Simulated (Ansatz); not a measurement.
A nudged elastic band was laid between two geometries of CH5NOSi (9 atoms, charge 0, multiplicity 1).

Method: RKS B3LYP/def2-SVP (Ansatz 0.2.0).

```
movable images  : 5
climbing image  : yes
spring          : 5.0 eV/Å²
optimiser       : quadratic models (default)
start path      : through a guess of the saddle point
force threshold : 0.05 eV/Å
iteration limit : 60
end points      : relaxed
```

Image 0:

```xyz
9
Properties=species:S:1:pos:R:3
N 0.491 1.371 -0.608
C 0.583 0.014 -0.518
O 1.390 -0.642 -1.156
Si -0.610 -0.942 0.672
H 1.124 1.860 -1.236
H -0.182 1.907 -0.076
H -1.383 -1.910 -0.151
H 0.231 -1.668 1.662
H -1.557 -0.035 1.394
```

Image 6:

```xyz
9
Properties=species:S:1:pos:R:3
N 0.221 1.677 -0.409
C 0.375 0.416 -0.383
O 1.326 -0.157 -1.156
Si -0.581 -0.892 0.641
H 1.763 0.569 -1.640
H -0.525 1.987 0.217
H -1.251 -1.858 -0.273
H 0.360 -1.621 1.535
H -1.599 -0.167 1.452
```

(1) What changes between the two ends?

(2) What energy profile does the band end with?

(3) What is the geometry of the highest image?

(4) What are the harmonic wavenumbers there?

Answers

(1) Bonds broken: N1–H5. Bonds formed: O3–H5.

(2) The run converged. The highest image is number 3 of 0 to 6, 43.5 kcal/mol above the first end and 30.7 kcal/mol above the last; the last end lies 12.8 kcal/mol above the first. A vibrational analysis at the climbing image gives one clearly imaginary mode, 1890i cm⁻¹: a first-order saddle point. The orbitals stay closed-shell, which can raise the energy where a bond breaks towards radicals; this wasn't checked here.

```tsv
image	path coordinate (Å)	energy (kcal/mol)	N1–H5 (Å)	O3–H5 (Å)
0	0.00	0.0	1.02	2.52
1	0.38	2.7	1.02	2.25
2	0.77	20.9	1.08	1.77
3	1.15	43.5	1.34	1.33
4	1.47	28.3	1.64	1.05
5	1.79	16.1	1.97	0.99
6	2.11	12.8	2.26	0.98
```

(3) 
```xyz
9
Properties=species:S:1:pos:R:3:forces:R:3
N 0.414 1.506 -0.543 -0.02 -0.02 0.00
C 0.432 0.204 -0.407 0.01 0.00 -0.02
O 1.349 -0.253 -1.188 -0.01 -0.01 0.01
Si -0.621 -0.959 0.685 0.00 0.00 0.00
H 1.369 1.065 -1.365 -0.01 0.01 0.02
H -0.214 2.147 -0.062 0.01 0.01 0.00
H -1.314 -1.927 -0.205 0.00 0.00 0.00
H 0.291 -1.670 1.619 0.00 0.00 0.00
H -1.617 -0.158 1.449 0.00 0.00 0.00
```

(4) 1890i, 82, 216, 361, 468, 510, 650, 696, 910, 943, 950, 954, 1133, 1153, 1481, 1569, 2103, 2237, 2254, 2260, 3568 cm⁻¹.

Time of the run: 71 s on 2 threads of Arm Neoverse V1 (shared host), peak memory 0.16 GiB.
